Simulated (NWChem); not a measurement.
Program: NWChem. System: CF2, charge 0, spin multiplicity 1, at a geometry optimised with B3LYP/def2-SVP. The structure started from a generated list of species. Level: B3LYP/def2-TZVP, VWN1-RPA local correlation.

Part of the output:

```
             Northwest Computational Chemistry Package (NWChem) 7.3.0
             --------------------------------------------------------

                                NWChem Input Module
                                -------------------

 Scaling coordinates for geometry "geometry" by  1.889725989
 (inverse scale =  0.529177249)

 Turning off AUTOSYM since
 SYMMETRY directive was detected!

                             Geometry "geometry" -> ""
                             -------------------------

 Output coordinates in angstroms (scale by  1.889725989 to convert to a.u.)

  No.       Tag          Charge          X              Y              Z
 ---- ---------------- ---------- -------------- -------------- --------------
    1 F                    9.0000     1.02908100     0.00000000    -0.19801000
    2 C                    6.0000     0.00000000     0.00000000     0.59403100
    3 F                    9.0000    -1.02908100     0.00000000    -0.19801000

 Effective nuclear repulsion energy (a.u.)      64.8361796702

            Nuclear Dipole moment (a.u.)
            ----------------------------
        X                 Y               Z
 ---------------- ---------------- ----------------
     0.0000000000     0.0000000000     0.0000113384

      Symmetry information
      --------------------

 Group name             C2v
 Group number             16
 Group order               4
 No. of unique centers     2

      Symmetry unique atoms

     1    2


 Summary of "ao basis" -> "" (spherical)
 ------------------------------------------------------------------------------
       Tag                 Description            Shells   Functions and Types
 ---------------- ------------------------------  ------  ---------------------
 *                         def2-tzvp                  on all atoms

                                 NWChem DFT Module
                                 -----------------

 Summary of "ao basis" -> "ao basis" (spherical)
 ------------------------------------------------------------------------------
       Tag                 Description            Shells   Functions and Types
 ---------------- ------------------------------  ------  ---------------------
 F                         def2-tzvp                11       31   5s3p2d1f
 C                         def2-tzvp                11       31   5s3p2d1f

 Summary of "ao basis" -> "ao basis" (spherical)
 ------------------------------------------------------------------------------
[...]
 Vector   11  Occ=2.000000D+00  E=-4.663085D-01  Symmetry=b1
              MO Center=  1.1D-14, -6.7D-16, -1.6D-01, r^2= 1.6D+00
   Bfn.  Coefficient  Atom+Function         Bfn.  Coefficient  Atom+Function
  ----- ------------  ---------------      ----- ------------  ---------------
     6      0.308891  1 F  px                68      0.308891  3 F  px
     9      0.250817  1 F  px                71      0.250817  3 F  px
     8      0.220447  1 F  pz                70     -0.220447  3 F  pz
    11      0.177955  1 F  pz                73     -0.177955  3 F  pz
    12      0.157005  1 F  px                74      0.157005  3 F  px

 Vector   12  Occ=2.000000D+00  E=-3.159198D-01  Symmetry=a1
              MO Center= -3.7D-15,  6.0D-16,  7.6D-01, r^2= 1.3D+00
   Bfn.  Coefficient  Atom+Function         Bfn.  Coefficient  Atom+Function
  ----- ------------  ---------------      ----- ------------  ---------------
    35      0.434662  2 C  s                 36      0.356381  2 C  s
    39      0.309814  2 C  pz                34      0.237479  2 C  s
    42      0.204735  2 C  pz                 8     -0.202181  1 F  pz
    70     -0.202181  3 F  pz                11     -0.164975  1 F  pz
    73     -0.164975  3 F  pz                33     -0.144035  2 C  s

 Vector   13  Occ=0.000000D+00  E=-9.600482D-02  Symmetry=b2
              MO Center= -1.0D-15,  2.1D-16,  5.0D-01, r^2= 1.3D+00
   Bfn.  Coefficient  Atom+Function         Bfn.  Coefficient  Atom+Function
  ----- ------------  ---------------      ----- ------------  ---------------
    38      0.454857  2 C  py                41      0.452160  2 C  py
    44      0.377684  2 C  py                 7     -0.204665  1 F  py
    13     -0.203659  1 F  py                69     -0.204665  3 F  py
    75     -0.203659  3 F  py                10     -0.160538  1 F  py
    72     -0.160538  3 F  py

 Vector   14  Occ=0.000000D+00  E= 1.029466D-01  Symmetry=a1
              MO Center= -1.5D-15,  2.0D-16, -2.4D-01, r^2= 3.8D+00
   Bfn.  Coefficient  Atom+Function         Bfn.  Coefficient  Atom+Function
  ----- ------------  ---------------      ----- ------------  ---------------
    36      2.124063  2 C  s                  5     -1.236609  1 F  s
    67     -1.236609  3 F  s                 45     -1.184084  2 C  pz
    42     -0.469669  2 C  pz                12      0.429485  1 F  px
    74     -0.429485  3 F  px                39     -0.178655  2 C  pz
     3     -0.141948  1 F  s                 65     -0.141948  3 F  s

 Vector   15  Occ=0.000000D+00  E= 1.062687D-01  Symmetry=b1
              MO Center=  1.5D-15,  1.2D-16,  7.9D-01, r^2= 3.7D+00
   Bfn.  Coefficient  Atom+Function         Bfn.  Coefficient  Atom+Function
  ----- ------------  ---------------      ----- ------------  ---------------
    43      1.370772  2 C  px                 5     -0.897217  1 F  s
    67      0.897217  3 F  s                 40      0.495001  2 C  px
    14     -0.336552  1 F  pz                76      0.336552  3 F  pz
    37      0.244189  2 C  px                12      0.174054  1 F  px
    74      0.174054  3 F  px                54      0.137436  2 C  d  1

 center of mass
 --------------
 x =   0.00000000 y =   0.00000000 z =  -0.01494394

 moments of inertia (a.u.)
 ------------------
          20.430502982950           0.000000000000           0.000000000000
           0.000000000000         164.126216824584           0.000000000000
           0.000000000000           0.000000000000         143.695713841634

     Multipole analysis of the density
     ---------------------------------

     L   x y z        total         alpha         beta         nuclear
     -   - - -        -----         -----         ----         -------
     0   0 0 0     -0.000000    -12.000000    -12.000000     24.000000

     1   1 0 0      0.000000      0.000000      0.000000      0.000000
     1   0 1 0     -0.000000     -0.000000     -0.000000      0.000000
     1   0 0 1     -0.258335     -0.129173     -0.129173      0.000011

     2   2 0 0    -11.847734    -39.959928    -39.959928     68.072123
     2   1 1 0      0.000000      0.000000      0.000000      0.000000
     2   1 0 1      0.000000      0.000000      0.000000      0.000000
     2   0 2 0    -10.748597     -5.374299     -5.374299      0.000000
     2   0 1 1      0.000000      0.000000      0.000000      0.000000
     2   0 0 2    -12.874114    -11.477579    -11.477579     10.081044

 Task  times  cpu:        0.8s     wall:        0.8s

 Total times  cpu:        0.8s     wall:        0.8s
```

**Question.** Write an NWChem input that would produce this output.

**Answer.** One answer among several that fit: 
```
start mol
memory heap 200 mb stack 900 mb global 1100 mb
geometry units angstroms nocenter noautoz
  F      1.029081     0.000000    -0.198010
  C      0.000000     0.000000     0.594031
  F     -1.029081     0.000000    -0.198010
  symmetry group C2v
end
basis spherical
  * library def2-tzvp
end
dft
  xc b3lyp
  semidirect memsize 60000000 filesize 0
  iterations 100
end
task dft energy
```
